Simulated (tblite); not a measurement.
Species: C₂H₆F₂SSi.
Bonds: C1–C2, C2–F3, C2–F4, C2–Si5, Si5–S6. Hydrogens: H7, H8, H9 on C1; H10, H11 on Si5; H12 on S6.

Structure optimised with GFN2-xTB, isolated species.

Q: Give the optimised bond lengths and angles.

A: 
| bond | length (Å) | order |
| --- | --- | --- |
| C1–C2 | 1.514 | single |
| C2–F3, C2–F4 | 1.376 | single |
| C2–Si5 | 1.942 | single |
| Si5–S6 | 2.139 | single |
| C1–H7, C1–H8, C1–H9 | 1.087 | single |
| Si5–H10, Si5–H11 | 1.454 | single |
| S6–H12 | 1.326 | single |

Bonds in one row agree within 0.01 Å and their mean is given. Orders are formal, as drawn. A selection of angles:
| angle | degrees |
| --- | --- |
| C2–C1–H7 | 109.6 |
| H7–C1–H8 | 109.5 |
| C1–C2–F3 | 109.3 |
| C1–C2–Si5 | 116.9 |
| F3–C2–F4 | 104.0 |
| F3–C2–Si5 | 108.3 |
| C2–Si5–S6 | 107.0 |
| C2–Si5–H10 | 107.1 |
| S6–Si5–H10 | 111.7 |
| S6–Si5–H11 | 106.7 |
| H10–Si5–H11 | 115.8 |
| Si5–S6–H12 | 96.7 |

Torsions: C1–C2–Si5–S6 -65° (synclinal); H12–S6–Si5–C2 -39° (synclinal). The mirror-image conformer, all signs reversed, is as good.

Si5 (SiH2 silicon) is distorted tetrahedral (angles from 106.7° to 115.8°). Of the pairs four or more bonds apart, F4···H12 is among the closest relative to their van der Waals radii: 2.76 Å, 103 % of the sum of Bondi's values.

Point group: C1 (no symmetry element, even within 0.4 Å). Its GFN2-xTB frequencies are all real (lowest 37 cm⁻¹). One conformer, not necessarily the lowest (C1–C2–Si5–S6 -65°, C2–Si5–S6–H -39°).

These are computed values.
